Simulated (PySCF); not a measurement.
Run record: coupled-cluster job, `C=[CH][GeH2][Br]`.

Method: EOM-CCSD/aug-cc-pVDZ, vertical, frozen core, gas phase (PySCF 2.14.0). Geometry: PBE0-D3(BJ)/def2-SVP. A driver script takes a list of jobs; this job's settings line and coordinates (Å) are shown.

Input:
```
{"job": {"kind": "eom", "basis": "aug-cc-pVDZ", "nee": 0}, "charge": 0, "multiplicity": 1}
C     -1.171140     0.443391     0.188513
C     -0.098646     0.679820    -0.571755
Ge     1.549841    -0.294526    -0.349953
Br     3.152432     1.216141     0.374574
H     -2.100693     1.011319     0.070586
H     -1.171876    -0.326537     0.968439
H     -0.131731     1.469096    -1.332025
H      2.089020    -0.880445    -1.664248
H      1.399212    -1.367403     0.740297
```

Estimate the output.

```
E(HF) = -4726.3991649557
E(MP2) = -4726.9405305318
E(CCSD) = -4726.9875278600
T1 diagnostic = 0.0085

EOM-IP-CCSD (eV)   Koopmans (eV)
  10.1946      10.6292
  10.3426      10.9998
  10.6922      11.0969
  11.7224      12.6012
  12.4065      13.1017
  12.8563      13.6983
  14.4270      15.8156
  15.7760      17.3296
```

What share of the CCSD correlation energy does MP2 give?

MP2 -0.54137 Eh against CCSD -0.58836 Eh: 92.0 %.

In short: CCSD correlation energy -0.5884 Eh; T1 diagnostic 0.008; first ionisation 10.19 eV.

On an Arm Neoverse V1 with one thread, no GPU, on a shared host, this took 9.2 min.

One conformer stands for the species.
Labels such as C1 count atoms from 1, the log's own numbers from 0.
